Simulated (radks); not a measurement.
Results of a calculation; reference values are marked as such.
Sm2+, configuration [Xe] 4f6. Code: a radial shooting solver on a logarithmic mesh with Libxc functionals. Model: Dirac Kohn-Sham, PBE, spin-unpolarised, spherical densities, finite nucleus; open shells are shared between the two j in proportion to 2j + 1; Fermi nuclear charge, rms radius 5.0819 fm.

Spin-orbit splittings of the eigenvalues, e(l+1/2) - e(l-1/2), with zeta = 2 splitting/(2l+1) and mean radii in bohr:

shell  occ.  splitting (eV)  zeta (eV)  <r> j=l-1/2  <r> j=l+1/2
2p        6           602.8      401.9      0.08073      0.08736
3p        6           122.1      81.38       0.2442       0.2569
3d       10           26.51      10.61       0.2286       0.2326
4p        6           26.78      17.86       0.5933       0.6222
4d       10           4.783      1.913       0.6649       0.6753
4f        6          0.5448     0.1557       0.9843        1.001
5p        6           3.561      2.374        1.585        1.676
